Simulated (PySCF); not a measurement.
## Ar²⁺: excitation energy

Ar²⁺ [Ne] 3s2 3p4 (3P) → Ar²⁺ [Ne] 3s1 3p5 (3P), as a difference of total energies. Computed with PySCF 2.14 in def2-TZVPPD (6s6p4d1f, 51 functions), with the non-relativistic Hamiltonian (point nucleus). Correlated levels: valence: [Ne] frozen; valence and next inner shell: 1s2 frozen. The calculations carry no spin-orbit coupling.

```json
{"method": "UHF", "excitation energy (eV)": "17.059"}
{"method": "LDA", "excitation energy (eV)": "14.552"}
{"method": "PBE", "excitation energy (eV)": "14.652"}
{"method": "PBE0", "excitation energy (eV)": "15.280"}
{"method": "r2SCAN", "excitation energy (eV)": "15.025"}
{"method": "M06", "excitation energy (eV)": "15.190"}
{"method": "r2SCANh", "excitation energy (eV)": "15.214"}
{"method": "r2SCAN0", "excitation energy (eV)": "15.498"}
{"method": "MN15", "excitation energy (eV)": "14.107"}
{"method": "MP2 (valence)", "excitation energy (eV)": "15.526"}
{"method": "SCS-MP2 (valence)", "excitation energy (eV)": "15.334"}
{"method": "MP2 (valence and next inner shell)", "excitation energy (eV)": "15.454"}
{"method": "SCS-MP2 (valence and next inner shell)", "excitation energy (eV)": "15.277"}
```

Problem. How much does correlation contribute at MP2 (valence and next inner shell)?

Solution. 15.454 − (17.059) = -1.605 eV, measured against UHF.
